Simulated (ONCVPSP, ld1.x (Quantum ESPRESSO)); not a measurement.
# Hardness and transferability of assorted potentials

Generated with ld1.x 7.5 (TM, RRKJ, ultrasoft, PAW), atompaw 4.2 or ONCVPSP 4.0.1. The cutoff is in Ry: for ld1.x and atompaw files where the sum of valence levels is converged to 10 mRy in a Bessel basis, for ONCV files where the hardest occupied wave has 1 mHa per electron of residual kinetic energy. The error is the largest all-electron minus pseudo excitation energy over each file’s own four to seven test configurations (ionisations up to +4, promotions, holes and added fractions of an electron), all of which were solved. The labels leave out finer settings (local radius, basis sizes, second energies), which also bear on the numbers. Spin-polarised tests are not counted. The rows are a selection from randomly drawn settings: files with unsolved tests, undetermined cutoffs or missed reference levels are left out.

A true bound ghost makes a file unfit for plane-wave use even where its test errors are small: the radial tests pick states by their node count and pass the ghost by.

| element | potential | cutoff (Ry) | largest error (meV) | bound ghosts |
| --- | --- | --- | --- | --- |
| Cu | TM semilocal, Wu–Cohen, scalar-relativistic, rc 2.05/2.80/1.10 (spd), local d, core correction no, reference 3d10 4s0.5 4p0 | 200 | -1193 | none |
| Cu | ONCV, LDA (Perdew-Wang 92), scalar-relativistic, rc 1.00/0.75/0.75 (spd), local d, core correction no, reference 3s2 3p6 3d9 4s2, qcut 11.6/10.3/18.8, projectors 2/2/0 | 483 | +27 | none |
| Pd | ONCV, PBE, scalar-relativistic, rc 1.00/1.00/1.55 (spd), local smoothed, core correction yes, reference 4s2 4p6 4d8, qcut 7.7/9.7/10.5, projectors 3/2/2 | 186 | -2.5 | none |
| Pr | ONCV, PBE, scalar-relativistic, rc 2.85/3.20/3.65 (spd), local smoothed, core correction yes, reference 5s2 5p6 5d1 6s1 6p1, qcut 4.8/4.3/4.3, projectors 2/2/2 | 12 | -3.9 | none |
| Ir | ONCV, PBEsol, scalar-relativistic, rc 1.70/1.95/1.75 (spd), local smoothed, core correction yes, reference 5s2 5p6 5d7 6s1, qcut 8.2/7.7/8.1, projectors 2/3/2 | 44 | -181 | none |

Problem. Fill in the row for I: ONCV, BLYP, scalar-relativistic, rc 1.65/1.85/0.80 (spd), local d, core correction no, reference 4d10 5s2 5p3, qcut 2.5/4.1/11.5, projectors 3/2/0.

Solution. cutoff 123 Ry, largest error +23 meV, bound ghosts: s, p.
